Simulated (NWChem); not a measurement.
Molecule: AlN$_{2}$H$_{4}$F; SMILES [NH2][Al]([NH2])[F]

```xyz
8

Al     0.0270     0.0000     0.0000
F      1.6945     0.0048     0.0000
N     -0.7942    -1.5607     0.0000
H     -1.7960    -1.7068     0.0000
H     -0.3127    -2.4519     0.0000
N     -0.8027     1.5562     0.0000
H     -1.8053     1.6969     0.0000
H     -0.3260     2.4500     0.0000
```
Atoms are numbered in this order, from 1.

All runs use the structure optimised with PBE0/def2-SVP.

**Question.** Give the principal values of the shielding tensors (ppm) of Al1, F2, N3 from B3LYP/6-31G* (spherical d), GIAO (NWChem), with their diamagnetic and paramagnetic parts as GIAO splits them.

**Answer.** 
```tsv
atom	σ11	σ22	σ33	isotropic	diamagnetic	paramagnetic
Al1	439.1	473.4	538.3	483.6	797.7	-314.1
F2	323.4	342.3	449.1	371.6	468.2	-96.5
N3	234.8	267.5	275.7	259.3	317.6	-58.3
```
